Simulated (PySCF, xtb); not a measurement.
I3In, SMILES [I][In+]([I])[I] (connectivity only; charge and spin as stated), charge +1, multiplicity 2.

Harmonic wavenumbers (cm⁻¹) from GFN2-xTB run with xtb at its own minimum, in rising order: 34, 34, 49, 129, 193, 193.

Q: What does PBE0-D3(BJ)/def2-SVP (PySCF) give at its own minimum? (An estimate is asked for; the answer gives what the named calculation found.)

A: 36, 51, 67, 148, 149, 274. Paired by order, the mean absolute difference is 30 cm⁻¹ and the zero-point energies are 0.9 and 1.0 kcal/mol.
